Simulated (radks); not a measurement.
The tantalum ion Ta14+, 59 electrons, occupied as [Kr] 4d(3/2: 4, 5/2: 5) 4f(5/2: 6, 7/2: 6) 5s2 (not the ground configuration). All-electron calculation, Dirac Kohn-Sham, BLYP, spin-unpolarised, spherical densities, finite nucleus; Fermi nuclear charge, rms radius 5.3507 fm. Program: a radial shooting solver on a logarithmic mesh with Libxc functionals. Some entries of the table are withheld. Estimate them.

orbital  occ.  eigenvalue (hartree)  <r> (bohr)  r(max) (bohr)
1s1/2       2             -2483.193     0.01867            (1)
2s1/2       2             -435.6972         (2)        0.06705
2p1/2       2             -417.0235     0.06485        0.04991
2p3/2       4             -370.3153     0.07269        0.05664
3s1/2       2             -108.2725      0.2042         0.1888
3p1/2       2                   (3)      0.1941         0.1769
3p3/2       4                   (4)      0.2087         0.1907
3d3/2       4                   (5)      0.1827         0.1495
3d5/2       6                   (6)      0.1872         0.1534
4s1/2       2             -30.56953      0.4551         0.4279
4p1/2       2             -27.11944      0.4597         0.4276
4p3/2       4             -24.74593      0.4910         0.4563
4d3/2       4             -19.04709      0.5039            (7)
4d5/2       5             -18.60005      0.5140            (8)
5s1/2       2             -11.87474      0.9609         0.9178
4f5/2       6             -11.39485      0.5487         0.4234
4f7/2       6             -11.30563      0.5540         0.4276

Answer. 
(1) 1s1/2 r(max) (bohr): 0.01168
(2) 2s1/2 <r> (bohr): 0.07833
(3) 3p1/2 eigenvalue (hartree): -99.95266
(4) 3p3/2 eigenvalue (hartree): -89.88468
(5) 3d3/2 eigenvalue (hartree): -75.80952
(6) 3d5/2 eigenvalue (hartree): -73.61363
(7) 4d3/2 r(max) (bohr): 0.4522
(8) 4d5/2 r(max) (bohr): 0.4611
